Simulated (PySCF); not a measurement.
CCl₃, charge -1, singlet, geometry from GFN2-xTB; HF/6-311G** (PySCF).

Input for PySCF:
```python
from pyscf import gto, scf

mol = gto.Mole()
mol.atom = '''
    C    -0.01109338   -0.01005188    0.65819826
    Cl    0.00076126    1.66832402   -0.05198398
    Cl    1.44532711   -0.83228868   -0.06582593
    Cl   -1.44217306   -0.83248762   -0.11449536
'''
mol.basis = '6-311g**'
mol.charge = -1
mol.verbose = 4
mol.build()

mf = scf.RHF(mol)
mf.kernel()
```

Q: Write the output that PySCF gives for this input, abridged.

A: 
```
PySCF version 2.14.0

[INPUT] verbose = 4
[INPUT] num. atoms = 4
[INPUT] num. electrons = 58
[INPUT] charge = -1
[INPUT] spin (= nelec alpha-beta = 2S) = 0
[INPUT] symmetry False subgroup None
[INPUT] Mole.unit = angstrom
[INPUT] Symbol           X                Y                Z      unit          X                Y                Z       unit  Magmom
[INPUT]  1 C     -0.011093380000  -0.010051880000   0.658198260000 AA   -0.020963449996  -0.018995300237   1.243814447065 Bohr   0.0
[INPUT]  2 Cl     0.000761260000   1.668324020000  -0.051983980000 AA    0.001438572910   3.152675484833  -0.098235485065 Bohr   0.0
[INPUT]  3 Cl     1.445327110000  -0.832288680000  -0.065825930000 AA    2.731272398309  -1.572797661776  -0.124392979595 Bohr   0.0
[INPUT]  4 Cl    -1.442173060000  -0.832487620000  -0.114495360000 AA   -2.725312107626  -1.573173603891  -0.216364872933 Bohr   0.0

nuclear repulsion = 247.718362727455
number of shells = 44
number of NR pGTOs = 175
number of NR cGTOs = 96
basis = 6-311g**
ecp = {}

******** <class 'pyscf.scf.hf.RHF'> ********
method = RHF
initial guess = minao
damping factor = 0
level_shift factor = 0
DIIS = <class 'pyscf.scf.diis.CDIIS'>
diis_start_cycle = 1
diis_space = 8
diis_damp = 0
SCF conv_tol = 1e-09
SCF conv_tol_grad = None
SCF max_cycles = 50
direct_scf = True
direct_scf_tol = 1e-13
Set gradient conv threshold to 3.16228e-05
Initial guess from minao.
init E= -1416.47884865968
  HOMO = -0.186483079007407  LUMO = 0.0593945829813149  gap/eV = 6.69067
cycle= 1 E= -1416.26600387865  delta_E= 0.213  |g|= 0.526  |ddm|= 2.34
  HOMO = -0.174179069472931  LUMO = 0.251904106609973  gap/eV = 11.59431
cycle= 2 E= -1416.31629069148  delta_E= -0.0503  |g|= 0.404  |ddm|= 1.06
  HOMO = -0.1229995989998  LUMO = 0.306868950122406  gap/eV = 11.69732
cycle= 3 E= -1416.35519599605  delta_E= -0.0389  |g|= 0.0538  |ddm|= 0.366
  HOMO = -0.137454655482896  LUMO = 0.304749142807297  gap/eV = 12.03298
cycle= 4 E= -1416.35842709986  delta_E= -0.00323  |g|= 0.0278  |ddm|= 0.234
  HOMO = -0.133580745773804  LUMO = 0.309681927377962  gap/eV = 12.06179
cycle= 5 E= -1416.359403036  delta_E= -0.000976  |g|= 0.0123  |ddm|= 0.134
  HOMO = -0.133703068348871  LUMO = 0.309438968566561  gap/eV = 12.05851
cycle= 6 E= -1416.35968235237  delta_E= -0.000279  |g|= 0.00368  |ddm|= 0.0979
  HOMO = -0.133460679444285  LUMO = 0.309097445403255  gap/eV = 12.04262
cycle= 7 E= -1416.35970375188  delta_E= -2.14e-05  |g|= 0.000768  |ddm|= 0.0272
  HOMO = -0.133539523897954  LUMO = 0.309052549718945  gap/eV = 12.04354
cycle= 8 E= -1416.35970448963  delta_E= -7.38e-07  |g|= 0.000236  |ddm|= 0.0046
  HOMO = -0.133563419152524  LUMO = 0.30904656931437  gap/eV = 12.04403
cycle= 9 E= -1416.35970453054  delta_E= -4.09e-08  |g|= 5.16e-05  |ddm|= 0.000805
  HOMO = -0.133567528668454  LUMO = 0.309039094198173  gap/eV = 12.04394
cycle= 10 E= -1416.35970453302  delta_E= -2.48e-09  |g|= 9.53e-06  |ddm|= 0.0002
  HOMO = -0.133566169683934  LUMO = 0.309040803415479  gap/eV = 12.04395
cycle= 11 E= -1416.3597045331  delta_E= -8.05e-11  |g|= 1.96e-06  |ddm|= 3.56e-05
  HOMO = -0.133566250503179  LUMO = 0.309040635108276  gap/eV = 12.04395
Extra cycle  E= -1416.3597045331  delta_E= -5.91e-12  |g|= 1.02e-06  |ddm|= 4.13e-06
converged SCF energy = -1416.3597045331
```
